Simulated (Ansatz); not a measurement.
Consider the ligand exchange at the Al–O bond: `[OH][Al]([OH])[OH]` + H–F → `[OH][Al]([OH])[F]` + H₂O.

Isolated molecules relaxed with PBE0-D4/def2-TZVP in Ansatz; ΔE leaves out vibrations. CCSD(T)/CBS is the MP2 limit (def2-TZVPP, def2-QZVPP) plus CCSD(T) − MP2 in def2-TZVPP, frozen cores. This one scheme is used for every species. DFT in def2-TZVPP. B3LYP here is the variant with VWN-RPA as its local correlation; programs differ in this. HSE06 is defined as in plane-wave codes. One conformer a species, not always the lowest.

`[OH][Al]([OH])[OH]`:

Cartesian coordinates in Å:
```
O -1.683 0.081 0.123
Al 0.000 0.000 0.000
O 0.944 1.326 0.450
O 0.739 -1.407 -0.572
H -2.137 0.859 0.441
H 1.898 1.319 0.394
H 0.239 -2.177 -0.836
```

H–F:

Z-matrix (Å, degrees):
```
F
H 1 0.920
```

`[OH][Al]([OH])[F]`:

```xyz
6

O    -0.018   -1.035    1.227
Al   -0.093    0.125    0.015
O     0.852   -0.086   -1.358
F    -1.072    1.441    0.168
H    -0.528   -0.978    2.032
H     0.859    0.534   -2.084
```

H₂O:

Cartesian coordinates in Å:
```
O 0.204 0.293 0.154
H -0.651 -0.036 0.440
H 0.446 -0.258 -0.594
```

| level | ΔE (kJ/mol) | difference from CCSD(T)/CBS |
| --- | --- | --- |
| PBE-D4 | -45.2 | 0.7 |
| revPBE-D4 | -44.9 | 1.0 |
| BLYP-D4 | -47.0 | -1.1 |
| r2SCAN-D4 | -47.0 | -1.1 |
| B97M-V | -49.5 | -3.6 |
| PBE0-D4 | -44.6 | 1.3 |
| B3LYP-D4 | -46.4 | -0.5 |
| r2SCANh-D4 | -46.5 | -0.6 |
| r2SCAN0-D4 | -45.8 | 0.1 |
| HSE06-D4 | -44.4 | 1.5 |
| BHLYP-D4 | -46.6 | -0.7 |
| CAM-B3LYP-D4 | -46.6 | -0.7 |
| ωB97X-V | -46.5 | -0.6 |
| ωB97M-V | -45.9 | 0.0 |
| B2PLYP | -47.0 | -1.1 |
| PBE-QIDH | -44.7 | 1.2 |
| PBE | -46.5 | -0.6 |
| BLYP | -49.8 | -3.9 |
| r2SCAN | -47.4 | -1.5 |
| PBE0 | -45.7 | 0.2 |
| B3LYP | -48.5 | -2.6 |
| r2SCAN0 | -46.2 | -0.3 |
| HSE06 | -45.5 | 0.4 |
| BHLYP | -48.3 | -2.4 |
| CAM-B3LYP | -47.8 | -1.9 |
| RPA@PBE/def2-TZVPP | -44.9 | 1.0 |
| HF/def2-SVP | -50.5 | -4.6 |
| MP2/def2-SVP | -48.6 | -2.7 |
| CCSD/def2-SVP | -49.8 | -3.9 |
| CCSD(T)/def2-SVP | -49.3 | -3.4 |
| HF/def2-TZVPP | -49.7 | -3.8 |
| MP2/def2-TZVPP | -43.8 | 2.1 |
| SCS-MP2/def2-TZVPP | -45.5 | 0.4 |
| CCSD/def2-TZVPP | -45.3 | 0.6 |
| CCSD(T)/def2-TZVPP | -44.5 | 1.4 |
| HF/def2-QZVPP | -51.4 | -5.5 |
| MP2/def2-QZVPP | -45.2 | 0.7 |
| SCS-MP2/def2-QZVPP | -46.8 | -0.9 |
| MP2/CBS(def2) | -45.2 | 0.7 |
| CCSD/CBS(def2) | -46.7 | -0.8 |
| CCSD(T)/CBS | -45.9 | 0 |

(1) What do rigid-rotor, harmonic-oscillator terms from PBE0-D4/def2-TZVP frequencies (298.15 K, 1 bar) make of the CCSD(T)/CBS value? (An estimate is asked.)

Largest T1 diagnostic among the species: 0.012.

Results:

(1) The calculation gave: ΔZPE = +1.9 kJ/mol, ΔH = -44.0 kJ/mol, ΔS = 12 J/(mol·K), ΔG = -47.6 kJ/mol.

At CCSD(T), def2-SVP lies −3.4 kJ/mol from the extrapolated value and def2-TZVPP +1.4 kJ/mol. In def2-TZVPP, CCSD(T) changes the Hartree–Fock value by +5.2 kJ/mol (the triples alone add +0.9 kJ/mol) and MP2 by +5.9 kJ/mol.
